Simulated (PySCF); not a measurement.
# A parent and its derivatives

Computed, not measured: TDDFT PBE0/def2-SVPD, vertical, gas phase, core orbitals frozen in the response (PySCF). Geometries: PBE0-D3(BJ)/def2-SVP; one conformer of each isolated species. Triplets are in the Tamm–Dancoff approximation.

Parent: `CC(=O)c1nn(C)nc1C`, with lowest singlet excitation energy 4.02 eV, lowest triplet energy 3.47 eV, HOMO energy -7.44 eV, mean static polarisability 96.8 au, LUMO energy -1.39 eV. Its spectrum: 4.02 eV (f 0.000); 5.42 eV (f 0.227); 5.85 eV (f 0.001); 6.17 eV (f 0.002); 6.20 eV (f 0.033).

Shifts from the parent:

```
                change         SMILES  Δ S1 (eV)  Δ T1 (eV)  Δ HOMO (eV)  Δ α (au)  Δ LUMO (eV)
COCH3 replaced by C2H5  CCc1nn(C)nc1C      +2.13      +1.11        +0.52      -3.4        +1.48
COCH3 replaced by SCH3  CSc1nn(C)nc1C      +1.18      +0.57        +1.34      +6.6        +1.33
```

(1) Predict the same shifts for this change: COCH3 replaced by F (`Cc1nn(C)nc1F`).

Results:

(1) Δ lowest singlet excitation energy +2.08 eV, Δ lowest triplet energy +1.00 eV, Δ HOMO energy +0.16 eV, Δ mean static polarisability -28.2 au, Δ LUMO energy +1.03 eV. Spectrum: 6.11 eV (f 0.210); 6.45 eV (f 0.000); 6.82 eV (f 0.008); 7.31 eV (f 0.008); 7.39 eV (f 0.026). All changes raise S1, and it rises most with COCH3 replaced by C2H5 (+2.13 eV). S1 is simply the lowest singlet of each species and needn't be the same kind of state throughout.

Lowest levels of each derivative:
- `Cc1nn(C)nc1F`: 6.11 eV (f 0.210); 6.45 eV (f 0.000); 6.82 eV (f 0.008)
- `CCc1nn(C)nc1C`: 6.16 eV (f 0.220); 6.43 eV (f 0.000); 6.59 eV (f 0.009)
- `CSc1nn(C)nc1C`: 5.20 eV (f 0.035); 5.22 eV (f 0.121); 5.80 eV (f 0.012)
